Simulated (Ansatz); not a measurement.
```yaml
crystal:
  periodic: [false, false, false]
  atoms:
    - {symbol: C, position_ang: [-0.459992, 0.848672, -0.043742]}
    - {symbol: O, position_ang: [0.318347, 0.263204, 0.970473]}
    - {symbol: Al, position_ang: [0.681244, -1.185219, 0.110325]}
    - {symbol: S, position_ang: [-0.499077, -0.349510, -1.486480]}
    - {symbol: H, position_ang: [-0.019831, 1.785001, -0.393373]}
    - {symbol: H, position_ang: [-1.487600, 1.013091, 0.287445]}
    - {symbol: H, position_ang: [1.528210, -2.443240, 0.509653]}
basis:
  gaussian: {orbitals: "6-31++G**"}
hamiltonian: {xc: {name: HF}, dispersion: d4}
accuracy: high
output: {forces: true}
```

```sh
$ ansatz run in.yaml --threads 2 --pin off --events-out ev --progress --plain --max-ram 4352MiB
```

Output, abridged:

```
Functional definition: HF
2066 factors; integrals over basis functions are off by at most 3.8e-9 eV
mean field evaluation 1: about -20512.8614 eV, gradient 3.8e1 eV
mean field evaluation 2: about -20512.9321 eV, gradient 3.8e1 eV
mean field evaluation 4: about -20516.1614 eV, gradient 3.5e0 eV
mean field evaluation 8: about -20516.2104 eV, gradient 1.8e-1 eV
mean field evaluation 16: about -20516.2106 eV, gradient 8.2e-9 eV
mean field -20516.21060221 eV, -753.9568332441 hartree, gradient 8.2e-9 eV, S^2 0.000000; 0 other end points of the search recorded, 0 dependent functions left out
reference -20516.21060221 eV, -753.9568332441 hartree; 23, 23 occupied and 79, 79 virtual orbitals, 2066 factors
Total energy: -20516.78701183 eV, -753.9780159069 hartree
Atom 0 at    -0.459992     0.848672    -0.043742 Å, force    -0.373027     0.753822     0.050978 eV/Å
Atom 1 at     0.318347     0.263204     0.970473 Å, force    -0.168759    -0.138778    -0.521604 eV/Å
Atom 2 at     0.681244    -1.185219     0.110325 Å, force     0.231815    -0.254559     0.211422 eV/Å
Atom 3 at    -0.499077    -0.349510    -1.486480 Å, force     0.103771    -0.048041     0.168955 eV/Å
Atom 4 at    -0.019831     1.785001    -0.393373 Å, force    -0.158547    -0.372750     0.216940 eV/Å
Atom 5 at    -1.487600     1.013091     0.287445 Å, force     0.451789    -0.051782    -0.066131 eV/Å
Atom 6 at     1.528210    -2.443240     0.509653 Å, force    -0.087041     0.112087    -0.060560 eV/Å
Dipole moment:     0.139732    -0.198906     0.075595 e Å
```

It took 2.7 s on 2 threads of an Arm Neoverse V2 on a shared host, with 0.36 GiB of host memory at the peak.
